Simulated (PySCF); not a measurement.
**GaH₂ + Cl₂ → GaHCl + HCl**

Level: PBE0 in the def2-TZVP basis family, all electrons, no relativity, computed in PySCF with density fitting; open shells unrestricted.

```tsv
species	state and structure	E (Eh)	ZPE (kJ/mol)	H(298 K) − H(0) (kJ/mol)	S° (J/(mol K))
GaH₂	doublet, C2v, Ga–H 1.593 Å (×2); H–Ga–H 120.5°	-1925.73003	26.4	10.2	224.9
Cl₂	singlet, D∞h, Cl–Cl 1.982 Å	-920.08940	3.5	9.1	222.5
GaHCl	doublet, Cs, Ga–Cl 2.168 Å, Ga–H 1.604 Å; Cl–Ga–H 115.6°	-2385.27294	16.0	11.3	270.0
HCl	singlet, C∞v, H–Cl 1.279 Å	-460.66440	17.9	8.7	186.6
```

(1) What is the electronic reaction energy?

(2) Add zero-point, thermal and entropy terms for 298.15 K and 1 bar.

## Answers

(1) At PBE0/def2-TZVP, ΔE = -309.6 kJ/mol from the differences of the total energies times 2625.5, downhill. 

(2) ΔZPE = 4.0 and Δ[H(298) − H(0)] = 0.7 kJ/mol give ΔH° = -304.9 kJ/mol. ΔS° = 9.2 J/(mol K), so ΔG° = -304.9 − 298.15 × (0.0092) = -308 kJ/mol.

The structures come from searches over a few start shapes, so lower isomers are not excluded.
